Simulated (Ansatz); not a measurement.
Reactions of CH7FO2SSi2, SMILES `C[SiH](F)S[SiH](O)O`.

Calculated with Ansatz (gas phase, PBE0-D4/def2-TZVP geometries, no zero-point term in ΔE). CCSD(T)/CBS adds triple-zeta CCSD(T) − MP2 to the extrapolated MP2 energy (def2 sets, frozen cores). This one scheme is used for every species. No spin–orbit coupling; open shells (•) take unrestricted orbitals. One conformer a species, not always the lowest.

Problem. Order these by ΔE at CCSD(T)/CBS, lowest first. (Estimate.)
A. `C[SiH](F)S[SiH](O)O` + `N[SiH2]F` → `O[SiH](O)N[SiH2]F` + `C[SiH](F)S`
B. `C[SiH](F)S[SiH](O)O` → `C[SiH](F)[S]`• + `O[SiH]O`•
C. `C[SiH](F)S[SiH](O)O` + `[SiH3]S` → `C[SiH](F)[SiH2]S` + `O[SiH](O)S`
D. `C[SiH](F)S[SiH](O)O` + CH₃OH → `CO[SiH](O)O` + `C[SiH](F)S`
E. `C[SiH](F)S[SiH](O)O` + `O[SiH2]O` → `O[SiH2]O[SiH](O)O` + `C[SiH](F)S`
F. `C[SiH](F)S[SiH](O)O` + `CCO[SiH3]` → `CCO[SiH](C)F` + `O[SiH](O)S[SiH3]`
G. `C[SiH](F)S[SiH](O)O` + CH₃SH → `CS[SiH](O)O` + `C[SiH](F)S`

Solution. E (-0.61 eV), D (-0.41 eV), F (-0.10 eV), A (+0.02 eV), G (+0.14 eV), C (+0.97 eV), B (+4.39 eV).

Largest T1 diagnostic: 0.015, for `O[SiH]O`•.
